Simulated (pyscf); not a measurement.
## F–SnH(F)–F, singlet

Gas-phase minimum from PySCF at ωB97X-D3(BJ)/def2-SVP, one conformer. 

```xyz
5

F      0.4790     0.4296     0.4502
Sn    -1.1850    -0.4949     0.2463
F     -0.7882    -2.0139    -0.8492
F     -2.2650     0.6438    -0.8492
H     -1.9136    -0.8949     1.7118
```
Charge 0, spin multiplicity 1.

Bonds (Å): F1–Sn2 1.914, Sn2–F3 1.914, Sn2–F4 1.914, Sn2–H5 1.685. Angles (°): F1–Sn2–F3 105.3, F1–Sn2–F4 105.3, F1–Sn2–H5 113.4, F3–Sn2–F4 105.2, F3–Sn2–H5 113.5, F4–Sn2–H5 113.3.

Properties at ωB97X-D3(BJ)/def2-SVP:

```
Quantity                                                                                                                                                           Value
---------------------------------------------------------------------------------------------------------------------  -------------------------------------------------
Harmonic wavenumbers, unscaled                                                                                         169, 169, 204, 556, 557, 666, 682, 682, 2070 cm⁻¹
Zero-point energy                                                                                                                                           8.2 kcal/mol
Rotational symmetry number                                                                                                                                             3
Entropy of this conformer at 298 K and 1 atm, rigid rotor and harmonic oscillator, modes under 100 cm⁻¹ raised to 100                                    311.5 J/(mol K)
Dipole moment                                                                                                                                                     3.36 D
```

Single-point totals, which compare only within one level (frozen core for MP2 and CC):

```csv
level,total energy (hartree)
ωB97X-D3(BJ)/def2-TZVP,-514.74511
PBE/def2-TZVP,-514.37210
r²SCAN/def2-TZVP,-514.61652
B3LYP-D3(BJ)/def2-TZVP,-514.73276
PBE0-D3(BJ)/def2-TZVP,-514.37410
M06-2X/def2-TZVP,-514.49171
ωB97M-D3(BJ)/def2-TZVP,-514.73934
HF/def2-TZVPP,-512.47050
MP2/def2-TZVPP,-513.54357
CCSD/def2-TZVPP,-513.53678
CCSD(T)/def2-TZVPP,-513.56797
```

The CCSD(T) − MP2 part came from Ansatz, without density fitting, on the same reference. The frozen core leaves the outer d or s,p core shells of the metals and heavy elements correlated in the MP2 and CC values, and def2-TZVPP describes them poorly, so these totals are far from the basis limit. Elements past Kr carry the def2 core potentials, without spin-orbit coupling.
